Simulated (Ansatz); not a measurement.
Gas-phase electronic energies from Ansatz, PBE0-D4/def2-TZVP geometries. CCSD(T)/CBS is the MP2 limit (def2-TZVPP, def2-QZVPP) plus CCSD(T) − MP2 in def2-TZVPP, frozen cores. This one scheme is used for every species. DFT in def2-TZVPP. B3LYP here is the variant with VWN-RPA as its local correlation; programs differ in this. HSE06 is defined as in plane-wave codes. def2 core potentials past Kr. For Ge, I outer-core shells are correlated without core-valence functions, which leaves a few kJ/mol of doubt a bond. Scalar relativity is left out up to krypton.

`[I][GeH]1[BH][CH2]1` + H₂ → `[BH]1[CH2][GeH2]1` + HI  (hydrogenolysis of a Ge–I bond)

| level | ΔE (kJ/mol) | difference from CCSD(T)/CBS |
| --- | --- | --- |
| LDA (SPW92) | 75.4 | -6.6 |
| PBE-D4 | 88.4 | 6.4 |
| revPBE-D4 | 90.5 | 8.5 |
| BLYP-D4 | 91.3 | 9.3 |
| r2SCAN-D4 | 86.6 | 4.6 |
| B97M-V | 69.2 | -12.8 |
| PBE0-D4 | 82.3 | 0.3 |
| B3LYP-D4 | 85.5 | 3.5 |
| r2SCANh-D4 | 84.9 | 2.9 |
| r2SCAN0-D4 | 82.5 | 0.5 |
| HSE06-D4 | 83.3 | 1.3 |
| CAM-B3LYP-D4 | 71.8 | -10.2 |
| ωB97M-V | 75.8 | -6.2 |
| PBE-QIDH | 79.3 | -2.7 |
| PBE | 82.9 | 0.9 |
| revPBE | 83.1 | 1.1 |
| r2SCAN | 85.2 | 3.2 |
| PBE0 | 77.2 | -4.8 |
| B3LYP | 76.5 | -5.5 |
| r2SCANh | 83.3 | 1.3 |
| r2SCAN0 | 80.7 | -1.3 |
| HSE06 | 78.3 | -3.7 |
| BHLYP | 70.4 | -11.6 |
| CAM-B3LYP | 66.1 | -15.9 |
| LC-ωPBE | 62.0 | -20.0 |
| RPA@PBE/def2-TZVPP | 68.7 | -13.3 |
| HF/def2-SVP | 52.3 | -29.7 |
| MP2/def2-SVP | 76.0 | -6.0 |
| CCSD/def2-SVP | 60.0 | -22.0 |
| HF/def2-TZVPP | 61.7 | -20.3 |
| MP2/def2-TZVPP | 88.3 | 6.3 |
| SCS-MP2/def2-TZVPP | 80.3 | -1.7 |
| CCSD/def2-TZVPP | 67.1 | -14.9 |
| CCSD(T)/def2-TZVPP | 73.7 | -8.3 |
| HF/def2-QZVPP | 61.6 | -20.4 |
| MP2/def2-QZVPP | 93.0 | 11.0 |
| SCS-MP2/def2-QZVPP | 84.4 | 2.4 |
| HF/CBS(def2) | 61.6 | -20.4 |
| MP2/CBS(def2) | 96.6 | 14.6 |
| CCSD/CBS(def2) | 75.4 | -6.6 |
| CCSD(T)/CBS | 82.0 | 0 |

Largest T1 diagnostic among the species: 0.012.

From r2SCAN to r2SCAN0 (25 % exact exchange), in def2-TZVPP and without D4, ΔE moves by −4.6 kJ/mol. At CCSD(T), def2-SVP lies −17.1 kJ/mol from the extrapolated value and def2-TZVPP −8.3 kJ/mol. In def2-TZVPP, CCSD(T) changes the Hartree–Fock value by +12.0 kJ/mol (the triples alone add +6.6 kJ/mol) and MP2 by +26.6 kJ/mol.

CCSD(T)/CBS has its own doubt, a few kJ/mol and more with outer-core shells, so smaller differences from it don't rank the levels.
